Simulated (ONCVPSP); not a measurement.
**gallium (Ga): excitation energies, all-electron against ONCV**

```
Element                 : gallium (Ga)
Generator               : ONCVPSP 4.0.1
Type                    : optimised norm-conserving Vanderbilt (ONCV)
Functional              : LDA (Perdew-Wang 92)
Relativity              : scalar-relativistic
Frozen core             : [Ne]
Valence charge          : 21
Reference configuration : 3s2 3p6 3d10 4s2 (charge +1)
Partial waves           : 3s+4s: rc 0.95 bohr, ncon 4, nbas 8, qcut 17.5 1/bohr, 2 projectors; 3p: rc 1.05 bohr, ncon 4, nbas 7, qcut 17.7 1/bohr, 2 projectors, debl 2.3 Ha; 3d: rc 0.70 bohr, ncon 5, nbas 10, qcut 16.4 1/bohr, local
Local potential         : the d channel
Core correction         : none
```

In the p channel the program set the typed energies aside and used -3.933, 0.250 Ha.

Energies are relative to the spin-unpolarised reference configuration 3s2 3p6 3d10 4s2; without spin polarisation the order of configurations can differ from experiment.

| valence configuration | charge | ΔE all-electron (eV) | error AE − PS (meV) |
| --- | --- | --- | --- |
| 3s2 3p6 3d10 4s2 4p1 | 0 | -5.883 | +0.5 |
| 3s2 3p6 3d10 4s1 | +2 | 21.498 | -1.3 |
| 3s1 3p6 3d10 4s2 4p1 | +1 | 151.143 | -30 |

Q: What are ΔE and the potential's error for 3s2 3p6 3d10 4s0?

A: ΔE = 53.094 eV all-electron; the error (AE − PS) is -2.0 meV.

Levels in the configuration 3s2 3p6 3d10 4s0:

```
level  all-electron (eV)  pseudo (eV)
   3s           -181.203     -181.188
   3p           -132.418     -132.400
   3d            -52.850      -52.856
```
